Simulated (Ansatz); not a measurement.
Reaction (ligand exchange at the Si–O bond): `[CH3][Ga]([CH3])[O][SiH3]` + `C[O][Ga]([OH])[SH]` → `C[O][Ga]([SH])[O][SiH3]` + `[CH3][Ga]([CH3])[OH]`

Gas-phase electronic energies from Ansatz, PBE0-D4/def2-TZVP geometries. CCSD(T)/CBS is the MP2 limit (def2-TZVPP, def2-QZVPP) plus CCSD(T) − MP2 in def2-TZVPP, frozen cores. For Ga outer-core shells are correlated without core-valence functions, which leaves a few kJ/mol of doubt a bond. Scalar relativity is left out up to krypton. Each species was taken in one conformer, which may not be the lowest.

```tsv
species	MP2/CBS(def2) energy (Eh)
`[CH3][Ga]([CH3])[O][SiH3]`	-2369.72202
`C[O][Ga]([OH])[SH]`	-2513.14336
`C[O][Ga]([SH])[O][SiH3]`	-2803.43757
`[CH3][Ga]([CH3])[OH]`	-2079.42529
```

Work out ΔE.

ΔE = (-2803.43757) + (-2079.42529) − (-2369.72202) − (-2513.14336) = 0.00252 Eh = +1.6 kcal/mol. CCSD(T)/CBS gives +1.4 kcal/mol.

Largest T1 diagnostic among the species: 0.014.
